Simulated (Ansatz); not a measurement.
```yaml
crystal:
  periodic: [false, false, false]
  atoms:
    - {symbol: C, position_ang: [-0.349580, 0.416104, -1.544626]}
    - {symbol: N, position_ang: [0.047844, -0.079537, 0.027915]}
    - {symbol: C, position_ang: [1.322154, 0.752773, 0.005191]}
    - {symbol: C, position_ang: [0.036782, -1.378801, 0.011474]}
    - {symbol: Ga, position_ang: [-1.302367, 0.571067, 1.330017]}
    - {symbol: H, position_ang: [-0.387577, 1.390665, -1.372035]}
    - {symbol: H, position_ang: [0.377833, 0.190141, -2.246069]}
    - {symbol: H, position_ang: [-1.239085, 0.039956, -1.521167]}
    - {symbol: H, position_ang: [1.612930, 0.444073, 1.069173]}
    - {symbol: H, position_ang: [1.117873, 1.726478, 0.120105]}
    - {symbol: H, position_ang: [1.901909, 0.289222, -0.545532]}
    - {symbol: H, position_ang: [0.656010, -1.636498, 0.914791]}
    - {symbol: H, position_ang: [0.960810, -1.766181, -0.640001]}
    - {symbol: H, position_ang: [-0.762110, -1.953322, -0.196054]}
    - {symbol: H, position_ang: [-1.137135, 2.047765, 0.785863]}
    - {symbol: H, position_ang: [-2.684571, -0.207825, 0.765973]}
    - {symbol: H, position_ang: [-0.545182, 0.192379, 2.710137]}
basis:
  gaussian: {orbitals: def2-mTZVPP}
magnetization: {spin_polarized: true, initial_magnetization: 2}
hamiltonian: {xc: {name: BLYP}}
scf: {lower_state_search: off}
relax: {f_tol: 0.0001, max_steps: 2}
output: {forces: true}
```

```sh
$ ansatz run in.yaml --threads 8 --pin off --events-out ev --progress --plain --max-ram 18278MiB
```

(1) How does Ansatz answer? (Best estimate.)

Answers

(1) Ansatz gave: The calculation stopped without meeting its thresholds.
```
Functional definition: BLYP
1777 factors; their error is unknown
mean field evaluation 1: about -57135.9095 eV, gradient 7.9e1 eV
mean field evaluation 2: about -56884.1465 eV, gradient 2.0e2 eV
mean field evaluation 4: about -57151.3855 eV, gradient 4.6e1 eV
mean field evaluation 8: about -57163.9615 eV, gradient 6.4e0 eV
mean field evaluation 16: about -57164.4668 eV, gradient 1.6e-1 eV
mean field evaluation 32: about -57164.4343 eV, gradient 6.4e-4 eV
mean field -57164.43426917 eV, -2100.7542119467 hartree, gradient 9.7e-6 eV, S^2 2.004989; 0 other end points of the search recorded, 0 dependent functions left out
reference -57164.43467257 eV, -2100.7542267716 hartree; 35, 33 occupied and 142, 144 virtual orbitals, 1777 factors
relax step   1: F+E_penalty+E_count = -57164.43426917 eV  Δ(F+E_penalty+E_count) = +0.000e0 eV  max|allowed force component| = 9.567e0 eV/Å  Δτ_max = 0.0000 Å  (36 SCF iters, accepted)
1777 factors; their error is unknown
mean field -57168.02411930 eV, -2100.8861365058 hartree, gradient 1.6e-6 eV, S^2 2.005680; 0 other end points of the search recorded, 0 dependent functions left out
reference -57168.02452783 eV, -2100.8861515191 hartree; 35, 33 occupied and 142, 144 virtual orbitals, 1777 factors
relax step   2: F+E_penalty+E_count = -57168.02411930 eV  Δ(F+E_penalty+E_count) = -3.590e0 eV  max|allowed force component| = 3.945e0 eV/Å  Δτ_max = 0.1962 Å  (36 SCF iters, accepted)
Error: geometry relaxation did not converge after 2 steps: max|allowed force component| = 3.95e0 eV/Å (threshold 1.0e-4). Raise `relax.max_steps` over both its present limit and 2, loosen `relax.f_tol`, or start from a geometry closer to equilibrium. Where this run's directory can be resumed (`checkpoint.write`), a resume goes on for up to `relax.max_steps` more
```
